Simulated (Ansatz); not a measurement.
Relaxation of a periodic cell of 17 atoms, LiW16 (host W, host structure bcc, interstitial Li), to a largest force component of 0.03 eV/Å in at most 60 steps.

All numbers below come from DFT PBE, scalar-relativistic, plane waves, PAW in Ansatz. Settings: cutoff 420 eV, k mesh 3x3x3, gaussian smearing 0.15 eV, no spin polarisation.

```xyz
17
Lattice="6.3200 0.0000 0.0000 0.0000 6.3200 0.0000 0.0000 0.0000 6.3200" Properties=species:S:1:pos:R:3:forces:R:3
W 0.000 0.000 0.000 -0.01 0.05 -0.11
W 3.160 0.000 0.000 0.02 -0.11 -0.11
W 0.000 3.160 0.000 0.19 3.72 -7.43
W 0.000 0.000 3.160 -0.01 0.10 0.06
W 1.580 1.580 1.580 8.31 -3.52 -0.18
W 3.160 3.160 0.000 -0.04 0.03 -0.24
W 3.160 0.000 3.160 0.01 -0.15 0.12
W 4.740 1.580 1.580 -9.26 -4.11 -0.20
W 0.000 3.160 3.160 0.22 4.31 8.24
W 1.580 4.740 1.580 0.08 -0.09 0.01
W 1.580 1.580 4.740 0.23 0.02 0.03
W 3.160 3.160 3.160 -0.04 0.03 0.21
W 4.740 4.740 1.580 -0.02 -0.14 0.01
W 4.740 1.580 4.740 -0.20 0.01 0.03
W 1.580 4.740 4.740 0.11 0.03 -0.01
W 4.740 4.740 4.740 -0.13 0.08 -0.01
Li -0.030 2.323 1.607 0.54 -0.26 -0.43
```

Q: Where does it end, and by what steps?

A: It converged. Limits of this set-up: coarse k mesh. After 7 steps the energy has fallen by 4.768 eV; Li17 moved furthest, 0.70 Å. The start is strongly strained (largest force component 9 eV/Å).

```csv
step,energy less start (eV),largest force component (eV/Å),accepted
0,0.0000,9.258,yes
1,-3.6099,3.304,yes
2,-4.2702,1.184,yes
3,-4.4476,1.575,yes
4,-4.6787,0.736,yes
5,-4.7676,0.039,yes
6,-4.7676,0.039,yes
7,-4.7683,0.005,yes
```

```xyz
17
Lattice="6.3200 0.0000 0.0000 0.0000 6.3200 0.0000 0.0000 0.0000 6.3200" Properties=species:S:1:pos:R:3
W -0.002 0.018 -0.024
W 3.158 -0.025 -0.067
W -0.002 3.230 -0.024
W -0.002 0.018 3.187
W 1.934 1.623 1.582
W 3.158 3.272 -0.067
W 3.158 -0.025 3.230
W 4.382 1.623 1.582
W -0.002 3.230 3.188
W 1.571 4.783 1.582
W 1.571 1.624 4.742
W 3.158 3.272 3.230
W 4.746 4.783 1.582
W 4.746 1.624 4.742
W 1.566 4.784 4.742
W 4.750 4.784 4.742
Li -0.002 1.625 1.581
```

Whether the end is a true minimum wasn't checked by a vibrational analysis.

Time of the run: 100 s on 4 threads of Arm Neoverse V1 (shared host), peak memory 1.1 GiB.
